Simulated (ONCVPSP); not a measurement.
# What one change does to a pseudopotential (Mn (Z = 25), ONCV)

* Element: Mn (Z = 25)
* Generator: ONCVPSP 4.0.1
* Type: optimised norm-conserving Vanderbilt (ONCV)
* Functional: PBEsol
* Relativity: scalar-relativistic
* Frozen core: [Ne]
* Valence charge: 15
* Reference configuration: 3s2 3p6 3d5 4s2
* Partial waves: 3s+4s: rc 1.20 bohr, ncon 4, nbas 7, qcut 11.9 1/bohr, 3 projectors, debl 0.3 Ha; 3p: rc 1.15 bohr, ncon 4, nbas 7, qcut 14.8 1/bohr, 3 projectors, debl 3.5 Ha; 3d: rc 1.15 bohr, ncon 4, nbas 9, qcut 15.1 1/bohr, local
* Local potential: the d channel
* Core correction: none

Change: p: qcut 14.2.

Cutoffs: the cutoffs (Ha) at which the residual kinetic energy of the hardest occupied pseudo-wave falls to 1 and 0.1 mHa per electron; they do not see the model core or the augmentation charge, which bear on the density cutoff. Errors are all-electron minus pseudo energies relative to the spin-unpolarised reference configuration.

**Question.** How do hardness, ghosts and transferability respond?

**Answer.** The potential gets neither clearly harder nor softer (76 Ha and 88 Ha → 76 Ha and 88 Ha); the d channel sets the loose cutoff, while the largest relative change is in p, which becomes softer; the errors of the 4 common tests hardly move; neither file shows a bound ghost.

| quantity | base | changed |
| --- | --- | --- |
| cutoff, loose | 76 Ha | 76 Ha |
| cutoff, tight | 88 Ha | 88 Ha |
| loose cutoff by channel | s 44 Ha, p 51 Ha, d 76 Ha | s 44 Ha, p 30 Ha, d 76 Ha |
| bound ghosts | none | none |
| GHOST(+) flags under 300 eV | none | none |
| error for 3s2 3p6 3d5 4s1, meV [ΔE 8.43 eV] | -0.3 | -0.3 |
| error for 3s2 3p6 3d5 4s0, meV [ΔE 23.94 eV] | +0.1 | +0.1 |
| error for 3s2 3p6 3d4 4s0, meV [ΔE 56.42 eV] | -9.6 | -9.4 |
| error for 3s2 3p6 3d4 4s2 4p1, meV [ΔE 7.83 eV] | +2.8 | +3.0 |
| s: phases at 1.22 bohr within 0.05 rad from the reference energy up to (Ha; the scan ends near 5) | to the end of the scan | to the end of the scan |
| p: phases at 1.17 bohr within 0.05 rad from the reference energy up to (Ha; the scan ends near 5) | to the end of the scan | to the end of the scan |
| d: phases at 1.17 bohr within 0.05 rad from the reference energy up to (Ha; the scan ends near 5) | 3.3 | 3.3 |
